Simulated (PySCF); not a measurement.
A calculated (r2SCAN, PySCF 2.14, Sapporo-DKH3-DZP-2012, scalar relativity by spin-free X2C-1e) atom or ion has these occupied shells.

```json
{"shell": "1s α", "electrons": "1", "orbital energy (eV)": "-8231.2", "rms radius, mean of both spins (bohr)": "0.0624"}
{"shell": "1s β", "electrons": "1", "orbital energy (eV)": "-8231.1", "rms radius, mean of both spins (bohr)": "0.0624"}
{"shell": "2s α", "electrons": "1", "orbital energy (eV)": "-991.64", "rms radius, mean of both spins (bohr)": "0.265"}
{"shell": "2s β", "electrons": "1", "orbital energy (eV)": "-990.21", "rms radius, mean of both spins (bohr)": "0.265"}
{"shell": "2p α", "electrons": "3", "orbital energy (eV)": "-851.57", "rms radius, mean of both spins (bohr)": "0.238"}
{"shell": "2p β", "electrons": "3", "orbital energy (eV)": "-850.44", "rms radius, mean of both spins (bohr)": "0.238"}
{"shell": "3s α", "electrons": "1", "orbital energy (eV)": "-115.72", "rms radius, mean of both spins (bohr)": "0.795"}
{"shell": "3s β", "electrons": "1", "orbital energy (eV)": "-112.12", "rms radius, mean of both spins (bohr)": "0.795"}
{"shell": "3p α", "electrons": "3", "orbital energy (eV)": "-74.603", "rms radius, mean of both spins (bohr)": "0.847"}
{"shell": "3p β", "electrons": "3", "orbital energy (eV)": "-71.172", "rms radius, mean of both spins (bohr)": "0.847"}
{"shell": "3d α", "electrons": "5", "orbital energy (eV)": "-9.999", "rms radius, mean of both spins (bohr)": "1.17"}
{"shell": "3d β", "electrons": "3", "orbital energy (eV)": "-8.125", "rms radius, mean of both spins (bohr)": "1.17"}
{"shell": "4s α", "electrons": "1", "orbital energy (eV)": "-6.579", "rms radius, mean of both spins (bohr)": "2.92"}
{"shell": "4p α", "electrons": "1", "orbital energy (eV)": "-0.452", "rms radius, mean of both spins (bohr)": "2.88"}
```

Problem. Name the element and its charge.

Solution. Ni (nickel, neutral), in [Ar] 3d8 4s1 4p1, one real determinant (an excited configuration).
